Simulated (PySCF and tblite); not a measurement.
The numbers below are computed, except where a source is named.
System: C₇H₈N₂, numbered as in [CH:1]#[C:2][C@H:3]([C:4]#[N:5])[CH:6]1[CH2:7][NH:8][CH2:9]1.

Motion: pyramidal inversion at N8. GFN2-xTB gives an electronic barrier of 6.0 kcal/mol and a reaction energy of 0.9 kcal/mol.

What does PBE0/pcSseg-1 + D3(BJ) give on GFN2-xTB geometries?

A barrier of 5.5 kcal/mol, 0.6 below the tight-binding barrier (from unrounded values), a reaction energy of 1.1 kcal/mol and, with GFN2-xTB thermal terms, ΔG‡(298 K) = 4.3 kcal/mol and k = 4.3×10⁹ s⁻¹ (1 equivalent path).

Programs: tblite and PySCF.
